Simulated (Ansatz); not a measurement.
`FC1=[CH][InH][S]1` → 2 C• + F• + 2 H• + In• + S•  (atomization)

Gas-phase electronic energies from Ansatz, PBE0-D4/def2-TZVP geometries. CCSD(T)/CBS is the MP2 limit (def2-TZVPP, def2-QZVPP) plus CCSD(T) − MP2 in def2-TZVPP, frozen cores. This one scheme is used for every species, atoms too. DFT in def2-TZVPP. B3LYP here is the variant with VWN-RPA as its local correlation; programs differ in this. No spin–orbit coupling; open shells (•) take unrestricted orbitals. Spin–orbit coupling would lower the free atoms: a little for C, F, S; strongly for In. Elements past krypton have def2 core potentials. For In outer-core shells are correlated without core-valence functions, so the limit isn't a true one: a few kJ/mol of doubt a bond, and 10 to 20 or more in all where bonds break to atoms.

```csv
level,ΔE (kcal/mol),difference from CCSD(T)/CBS
B97M-V,590.5,5.8
CAM-B3LYP-D4,580.2,-4.5
ωB97X-V,587.8,3.1
PBE,605.9,21.2
PBE0,587.3,2.6
B3LYP,568.5,-16.2
CAM-B3LYP,576.2,-8.5
CCSD(T)/def2-TZVPP,565.3,-19.4
HF/def2-QZVPP,386.9,-197.8
MP2/CBS(def2),605.6,20.9
CCSD(T)/CBS,584.7,0
```

Largest T1 diagnostic among the species: 0.015.

From r2SCAN to r2SCAN0 (25 % exact exchange), in def2-TZVPP and without D4, ΔE moves by −17.3 kcal/mol: exact exchange takes away binding that semilocal exchange gives to molecules. Leaving LDA and LC-ωPBE aside and taking each functional with its dispersion term where it has one, the values, not all of them listed here, spread over 60.5 kcal/mol, from BHLYP-D4 to PBE-D4. LDA lies +97.4 kcal/mol from PBE without D4, its usual overbinding. In def2-TZVPP, CCSD(T) changes the Hartree–Fock value by +179.5 kcal/mol (the triples alone add +17.0 kcal/mol) and MP2 by +200.4 kcal/mol; breaking electron pairs costs correlation energy, which Hartree–Fock lacks.

For atomizations the MP2-based limit and the directly extrapolated one differ by several kJ/mol either way, and by 10 to 25 for some Ge, Se and Sn compounds, so smaller differences from it don't rank the levels.
